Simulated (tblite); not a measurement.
Compound: C5H7O3 (doublet state).
SMILES with atom numbers: `[CH3:1][CH2:2][C@H:3]1[CH:4][O:5][C:6](=[O:7])[O:8]1` (hydrogens: H9, H10, H11 on C1; H12, H13 on C2; H14 on C3; H15 on C4)

Cartesian coordinates in Å at the GFN2-xTB level; atoms count from 1:
```
atom  x, y, z in Å
C1    -2.066    0.320    0.086
C2    -0.865   -0.558   -0.235
C3     0.356   -0.166    0.625
C4     1.570   -0.988    0.377
O5     2.520   -0.194   -0.178
C6     2.064    1.085   -0.205
O7     2.686    2.011   -0.610
O8     0.818    1.139    0.290
H9    -2.376    0.184    1.119
H10   -2.899    0.062   -0.563
H11   -1.816    1.367   -0.067
H12   -0.595   -0.451   -1.287
H13   -1.090   -1.607   -0.038
H14    0.047   -0.155    1.682
H15    1.639   -2.042    0.212
```

The geometry is computed with GFN2-xTB (gas phase). This method treats the open shell by occupation alone, without spin polarisation.

Masses are those of the commonest isotopes; rigid-rotor values at the optimised geometry. The values belong to one conformer with, in the numbering `[CH3:1][CH2:2][C@H:3]1[CH:4][O:5][C:6](=[O:7])[O:8]1`, C1–C2–C3–C4 180°.

Q: What are A, B and C (MHz)?

A: Ia = 113.84, Ib = 337.35, Ic = 418.10 u·Å²; 505379 MHz·u·Å²/I gives A = 4439, B = 1498, C = 1209 MHz.

Q: What kind of rotor is it?

A: An asymmetric top; Ray's κ = -0.821.

Q: What does the inertial defect say?

A: Not planar: Δ = Ic − Ia − Ib = -33.09 u·Å². For a rigid frame Δ = −2 Σ m c², so Σ m c² = 16.55 u·Å² lies off the ab plane: 6.29 from hydrogen and 10.25 from heavier atoms. The atom farthest from that plane is 1.51 Å away.

Q: List the rotational levels J(Ka,Kc) to J = 3 (cm⁻¹).

A: Above 0(0,0):
J = 1: 1(0,1) 0.0903, 1(1,1) 0.1884, 1(1,0) 0.1981
J = 2: 2(0,2) 0.2702, 2(1,2) 0.3593, 2(1,1) 0.3883, 2(2,1) 0.6826, 2(2,0) 0.6833
J = 3: 3(0,3) 0.5384, 3(1,3) 0.6153, 3(1,2) 0.6732, 3(2,2) 0.9535, 3(2,1) 0.9568, 3(3,1) 1.4686, 3(3,0) 1.4686

Q: Estimate the classical rotational partition function at 200 K, 298.15 K and 500 K.

A: Point group C1, symmetry number σ = 1; q = (√π/σ)·√((kT/h)³/(ABC)), k/h = 20836.6 MHz/K: 168000 at 200 K, 306000 at 298.15 K, 665000 at 500 K.

For this open shell read J as N, the rotation without spin; fine and hyperfine splittings come on top. Its GFN2-xTB frequencies are all real (lowest 75 cm⁻¹). Constants of a rigid frame at the computed geometry: no zero-point averaging, no centrifugal distortion.
